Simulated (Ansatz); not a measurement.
Correlation energies of C3H6BNO (`BC(=C=N)OC`) by basis set

```json
{"atom": "B1", "x (Å)": "0.554", "y (Å)": "1.186", "z (Å)": "1.678"}
{"atom": "C2", "x (Å)": "0.116", "y (Å)": "0.293", "z (Å)": "0.544"}
{"atom": "C3", "x (Å)": "0.837", "y (Å)": "0.421", "z (Å)": "-0.576"}
{"atom": "N4", "x (Å)": "1.609", "y (Å)": "0.483", "z (Å)": "-1.506"}
{"atom": "O5", "x (Å)": "-0.957", "y (Å)": "-0.550", "z (Å)": "0.649"}
{"atom": "C6", "x (Å)": "-1.206", "y (Å)": "-1.355", "z (Å)": "-0.477"}
{"atom": "H7", "x (Å)": "-0.040", "y (Å)": "1.169", "z (Å)": "2.714"}
{"atom": "H8", "x (Å)": "1.496", "y (Å)": "1.900", "z (Å)": "1.511"}
{"atom": "H9", "x (Å)": "1.441", "y (Å)": "1.174", "z (Å)": "-2.234"}
{"atom": "H10", "x (Å)": "-2.068", "y (Å)": "-1.975", "z (Å)": "-0.238"}
{"atom": "H11", "x (Å)": "-1.435", "y (Å)": "-0.745", "z (Å)": "-1.360"}
{"atom": "H12", "x (Å)": "-0.348", "y (Å)": "-1.999", "z (Å)": "-0.705"}
```

Total charge 0; spin multiplicity 1. All single points use the PBE0-D4/def2-TZVP geometry. It is one conformer, not always the lowest. Frozen core, restricted reference, the Gaussian-basis code of Ansatz. CBS rows extrapolate triple and quadruple zeta; past MP2 they add the triple-zeta difference.

| basis | HF (Eh) | MP2 corr. |
| --- | --- | --- |
| def2-SVP | -270.79812 | -0.82155 |
| def2-TZVPP | -271.11475 | -1.01321 |
| def2-QZVPP | -271.12702 | -1.08276 |

Question: Estimate the CCSD correlation energy and the (T) correction in each basis where they were run (hartree).

Answer: 
```tsv
basis	CCSD corr.	(T)
def2-SVP	-0.86913	-0.03179
def2-TZVPP	-1.04687	-0.04867
CBS(def2)	-1.16795	as TZ
```
